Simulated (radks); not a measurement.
Results of a calculation; reference values are marked as such.
Ionisation of the dysprosium ion Dy56+, [Ne], to [He] 2s2 2p5 as the strength of local exchange is varied. Level of theory: scalar-relativistic Kohn-Sham, Slater X-alpha exchange (alpha = 2/3 is LDA exchange), no correlation, spin-polarised, spherical densities, finite nucleus; Fermi nuclear charge, rms radius 5.2218 fm (a radial shooting solver on a logarithmic mesh with Libxc functionals).

alpha  E(Dy56+) (hartree)  exchange (hartree)  IE (eV)  -e of the level emptied (eV)  <r> of it (bohr)
0.599          -8577.3986            -97.6444  12304.5                  12164.2 (2p)           0.07790
0.667          -8588.5527           -108.8252  12333.1                  12193.8 (2p)           0.07781
0.676          -8590.0297           -110.3064  12336.9                  12197.7 (2p)           0.07780
0.699          -8593.8051           -114.0935  12346.5                  12207.7 (2p)           0.07777
0.956          -8636.0680           -156.5620  12455.0                  12320.2 (2p)           0.07744
1.005          -8644.1420           -164.6909  12475.7                  12341.7 (2p)           0.07738
1.037          -8649.4176           -170.0050  12489.3                  12355.7 (2p)           0.07734

NIST Atomic Spectra Database: 12081 eV (theoretical). The central value is not met in this range of alpha. Open shells are spherical and high-spin; term and fine-structure splittings are not resolved. Spin-orbit splitting is averaged out at the scalar-relativistic level.
